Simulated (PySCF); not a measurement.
Simulation results for AlBClH2N, AlBH3NO

All values are calculated (PySCF 2.14.0). Calculation on a computer-drawn molecule: the log of a Hartree-Fock and frozen-core CCSD(T) single point meant for a local Hartree-Fock minimum, with one planted fault or none, to be diagnosed. Offsets are logged minus clean, where the clean run is the same molecule without the fault. The reference is restricted for singlets and unrestricted otherwise, and also for a bond in bohr or an excited solution. Adding or removing an electron swaps singlet and doublet. The excited solution moves the top pair (singlet) or top alpha electron (doublet) to the lowest empty orbital. Highest occupied and lowest empty are orbital energies over both spins, largest force is the largest gradient component, triples share is (T) over the correlation energy, the T1 limit is 0.02 restricted and 0.045 unrestricted, electrons count all cores, a negative frequency is imaginary (commonest isotopes), and the dipole is about the centre of nuclear charge.

Common to all runs: meant charge 0; meant multiplicity 1; meant basis cc-pV(D+d)Z; logged SCF converged yes; logged CC converged yes; logged SCF stable within its kind yes; possible faults no fault, one electron removed, one electron added, multiplicity raised by two, geometry at a saddle point, SCF held on an excited solution, minimal basis STO-3G, one bond length entered in bohr, all coordinates scaled.

(1) 
```xyz
6
formula=AlBClH2N logged_electrons=44 logged_basis_functions=84 logged_spin_squared=2.0194 logged_highest_occupied=-6.2975 logged_lowest_empty=0.26434 logged_largest_force=0.13465 logged_T1_diagnostic=0.024976 logged_D1_diagnostic=0.1184 logged_triples_share=0.029382 logged_dipole_magnitude=1.7079 logged_energy_HF=-781.72085 logged_energy_CCSD(T)=-782.17698 planted_fault=multiplicity_raised_by_two HF_energy_offset_from_clean_run=31.72 CCSD(T)_energy_offset_from_clean_run=52.09
B     -1.2881     0.6055     1.3750
N      0.0845     0.3634     1.4376
Al     1.6697     0.0833     1.5100
Cl     3.6957    -0.2744     1.6022
H     -2.0902    -0.3036     1.4269
H     -1.7237     1.7328     1.2665
```

Units: logged_highest_occupied, logged_lowest_empty in eV; logged_largest_force in hartree/bohr; logged_dipole_magnitude in debye; logged_energy_HF, logged_energy_CCSD(T) in hartree; HF_energy_offset_from_clean_run, CCSD(T)_energy_offset_from_clean_run in kcal/mol.

Drawn bonds:
```tsv
atom	other atom	order
1	2	1
2	3	2
3	4	1
1	5	1
1	6	1
```

(2) 
```xyz
7
formula=AlBH3NO logged_electrons=36 logged_basis_functions=80 logged_spin_squared=1.2351 logged_highest_occupied=-7.3967 logged_lowest_empty=-0.1536 logged_largest_force=0.02647 logged_T1_diagnostic=0.04303 logged_D1_diagnostic=0.17286 logged_triples_share=0.030481 logged_dipole_magnitude=6.8486 logged_energy_HF=-397.57276 logged_energy_CCSD(T)=-398.06524 planted_fault=one_bond_length_entered_in_bohr,row_3_of_the_drawn_bonds HF_energy_offset_from_clean_run=78.5 CCSD(T)_energy_offset_from_clean_run=103.3
B      0.8236    -0.8936    -1.7952
N     -0.0302    -0.7055    -0.7131
Al    -1.0096    -0.5072     0.5565
O     -2.8816    -0.1556     3.0245
H      1.6718    -1.7638    -1.7937
H      0.7515    -0.1915    -2.7851
H     -3.5921     0.3863     3.3186
```

Units: logged_highest_occupied, logged_lowest_empty in eV; logged_largest_force in hartree/bohr; logged_dipole_magnitude in debye; logged_energy_HF, logged_energy_CCSD(T) in hartree; HF_energy_offset_from_clean_run, CCSD(T)_energy_offset_from_clean_run in kcal/mol.

Drawn bonds:
```tsv
atom	other atom	order
1	2	1
2	3	2
3	4	1
1	5	1
1	6	1
4	7	1
```
